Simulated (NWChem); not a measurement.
## Ionisation of Ga (-1)

```xyz
1

Ga     0.0000     0.0000     0.0000
```
Charge -1, spin multiplicity 3.

All runs are NWChem calculations.

Basis set: def2-TZVPD. −ε marks an orbital energy of the parent.

The Hamiltonian is non-relativistic. B3LYP has NWChem's definition, with VWN1-RPA local correlation. The stability of the SCF solutions was not checked. Open-shell Hartree-Fock references start from PBE0 orbitals.

### Question
Order these methods by the first vertical ionisation energy they give, lowest first: −ε(alpha HOMO) of BHandHLYP, −ε(alpha HOMO) of B3LYP, −ε(alpha HOMO) of PBE, −ε(alpha HOMO) of M06-2X, −ε(alpha HOMO) of HF.

### Answer
−ε(alpha HOMO) of PBE (-2.71 eV), −ε(alpha HOMO) of B3LYP (-2.26 eV), −ε(alpha HOMO) of BHandHLYP (-1.46 eV), −ε(alpha HOMO) of M06-2X (-1.36 eV), −ε(alpha HOMO) of HF (-0.01 eV)
